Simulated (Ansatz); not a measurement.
Input file for `[F][Ge]([SiH3])([SH])[Cl]`:

```yaml
crystal:
  periodic: [false, false, false]
  atoms:
    - {symbol: F, position_ang: [2.148928, 0.135446, -0.733662]}
    - {symbol: Ge, position_ang: [0.483548, -0.367714, -0.744999]}
    - {symbol: Si, position_ang: [-0.397328, -0.015688, 1.443843]}
    - {symbol: S, position_ang: [-0.525775, 0.632058, -2.430767]}
    - {symbol: Cl, position_ang: [0.512277, -2.445063, -1.269116]}
    - {symbol: H, position_ang: [0.490343, -0.687213, 2.422196]}
    - {symbol: H, position_ang: [-1.762951, -0.590618, 1.471463]}
    - {symbol: H, position_ang: [-0.440289, 1.448585, 1.680347]}
    - {symbol: H, position_ang: [-0.420055, 1.844006, -1.856604]}
basis:
  gaussian: {orbitals: def2-TZVPP}
correlation: {method: ccsd_t}
```

```sh
$ ansatz run in.yaml --threads 4 --pin off --events-out ev --progress --plain --max-ram 10444MiB
```

Log, shortened:

```
Functional definition: HF
1565 factors; integrals over basis functions are off by at most 9.4e-4 eV
mean field evaluation 1: about -90428.2821 eV, gradient 3.5e1 eV
mean field evaluation 2: about -90428.4988 eV, gradient 3.5e1 eV
mean field evaluation 4: about -90431.6065 eV, gradient 3.6e0 eV
mean field evaluation 8: about -90431.6862 eV, gradient 3.4e-1 eV
mean field evaluation 16: about -90431.6868 eV, gradient 1.8e-6 eV
mean field -90431.68679783 eV, -3323.3031930212 hartree, gradient 1.8e-6 eV, S^2 0.000000; 0 other end points of the search recorded, 0 dependent functions left out
25 core orbitals not correlated: weight in the atoms' cores, before any rotation towards them, 1.000 or more for the frozen orbitals, at most 0.000 for the correlated occupied ones
reference -90431.68679783 eV, -3323.3031930212 hartree; 21, 21 occupied and 215, 215 virtual orbitals, 1565 factors
second order -26.88708777 eV of doubles, -0.00000000 eV of singles
cycle   1  -27.41932334 eV  change   -5.3e-1 eV  update   1.2e-1
cycle   2  -28.13813343 eV  change   -7.2e-1 eV  update   3.7e-2
cycle   3  -28.28975330 eV  change   -1.5e-1 eV  update   2.0e-2
cycle   4  -28.27622063 eV  change    1.4e-2 eV  update   4.6e-3
cycle   5  -28.27135940 eV  change    4.9e-3 eV  update   2.0e-3
cycle   6  -28.27203462 eV  change   -6.8e-4 eV  update   5.5e-4
cycle   7  -28.27173922 eV  change    3.0e-4 eV  update   2.0e-4
cycle   8  -28.27165214 eV  change    8.7e-5 eV  update   5.8e-5
cycle   9  -28.27168188 eV  change   -3.0e-5 eV  update   2.4e-5
perturbative correction -1.10712265 eV, -0.0406860069 hartree
Total energy: -90461.06560235 eV, -3324.3828441739 hartree
```

Hardware: 4 threads of an Arm Neoverse V2 on a shared host. Wall time 5.1 min, peak host memory 5.8 GiB.

Correlation energy per correlated electron: -0.699 eV. T1 diagnostic: 0.0119.
